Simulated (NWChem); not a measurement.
Molecule: CH₆OSi; SMILES CO[SiH3]

```xyz
9

Si     0.0257     1.0369     0.0003
O     -0.6042    -0.4998    -0.0001
C      0.2195    -1.6553     0.0005
H     -1.1304     1.9637     0.0002
H      0.8705     1.2833     1.2060
H      0.8712     1.2840    -1.2048
H      0.8609    -1.6959     0.8926
H     -0.4311    -2.5348     0.0021
H      0.8592    -1.6979    -0.8927
```
Atoms are numbered in this order, from 1.

Program: NWChem. Geometry optimised at B3LYP/6-31G*; all other runs use it. Pople sets run with spherical d functions.

```csv
quantity,level,value
"anisotropy (bohr³), static",B3LYP/def2-SVPD,?
"vertical ionisation energy, ΔSCF (eV)",B3LYP/def2-SVP,10.36
"vertical, lowest excitation, singlet (eV)","B3LYP/def2-SVPD, TDA",6.79
dipole in solution (D) in water,"B3LYP/6-31G*, SMD",?
dipole (D),B3LYP/6-31G*,1.23
highest harmonic frequency (cm⁻¹),B3LYP/6-31G*,?
```

Problem. Some entries are withheld; supply them.

Solution. 
- anisotropy (bohr³), static, value: 8.9
- dipole in solution (D) in water, value: 1.63
- highest harmonic frequency (cm⁻¹), value: 3123
